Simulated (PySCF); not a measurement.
## Two-component Hartree-Fock for Sb⁴⁴⁺ (antimony, charge +44)

Start: [He] 2s2 2p3; 2p1/2 filled at m_j = -1/2, +1/2; 2p3/2 filled at m_j = +3/2. Calculated with PySCF 2.14 in an even-tempered Gaussian basis (17 s from 23 bohr⁻², ratio 2.4; 12 p from 30 bohr⁻², ratio 2.4; 5 d from 100 bohr⁻², ratio 2.6; 4 f from 150 bohr⁻², ratio 2.6): generalised Hartree-Fock with the X2C-1e Hamiltonian and a Gaussian nucleus; one run each with spin-orbit coupling (SO) switched off, then screened by Boettger's factors.

```json
{"spinor shell": "1s1/2", "electrons": "2", "ε, spin-free (eV)": "-34247.5", "ε, screened SO (eV)": "-34233.7", "weight of nominal j (screened SO)": "1.000", "rms radius, screened SO (bohr)": "0.0324"}
{"spinor shell": "2s1/2", "electrons": "2", "ε, spin-free (eV)": "-7855.0", "ε, screened SO (eV)": "-7850.9", "weight of nominal j (screened SO)": "1.000", "rms radius, screened SO (bohr)": "0.127"}
{"spinor shell": "2p1/2", "electrons": "2", "ε, spin-free (eV)": "-7511.3", "ε, screened SO (eV)": "-7664.4", "weight of nominal j (screened SO)": "0.998", "rms radius, screened SO (bohr)": "0.109"}
{"spinor shell": "2p3/2", "electrons": "1", "ε, spin-free (eV)": "-7511.3", "ε, screened SO (eV)": "-7398.6", "weight of nominal j (screened SO)": "1.000", "rms radius, screened SO (bohr)": "0.113"}
```

```csv
quantity,spin-free,screened SO
E (hartree),-4145.32637,-4154.43751
M_J,3/2,3/2
⟨J²⟩,3.750,3.750
⟨L²⟩,0.000,2.399
⟨S²⟩,3.750,1.560
```

Each row is a mean over spinors that exchange with the open shell spreads, by up to 48.711 eV (2s1/2).

Breit and QED terms are absent; they matter most for the inner s and p1/2 levels.

Densities and radii are taken from the X2C orbitals without a picture-change correction, which distorts them close to the nucleus.

Without spin-orbit coupling the j labels of p, d and f shells carry no meaning; the spin-free column gives the mean over the occupied spinors of each nl shell.
